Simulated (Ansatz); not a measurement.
```xyz
12

C     1.832   -0.229    0.847
C     0.992   -0.660   -0.091
Si   -0.687    0.063   -0.360
O    -1.685   -1.209   -0.592
O    -1.108    1.026    0.904
O    -0.804    1.018   -1.683
H     1.565    0.580    1.522
H     2.822   -0.655    0.981
H     1.320   -1.470   -0.740
H    -2.540   -1.023   -0.984
H    -1.143    0.620    1.771
H    -0.564    1.939   -1.575
```

Charge 0, multiplicity 1.

List the ωB97M-V/def2-TZVPP orbital energies in eV (Ansatz). (Best estimate.)

Ansatz gave: Occupied: -1807.73, -526.07, -525.98, -525.96, -281.72, -281.17, -148.61, -102.75, -102.75, -102.70, -31.39, -30.59, -30.48, -24.17, -19.39, -18.13, -17.23, -16.98, -15.74, -14.23, -13.74, -13.22, -13.01, -12.50, -12.09, -11.63, -11.00, -10.35. Lowest empty: 1.66, 2.14, 2.99, 3.22, 3.68, 4.24, 5.02, 5.24.
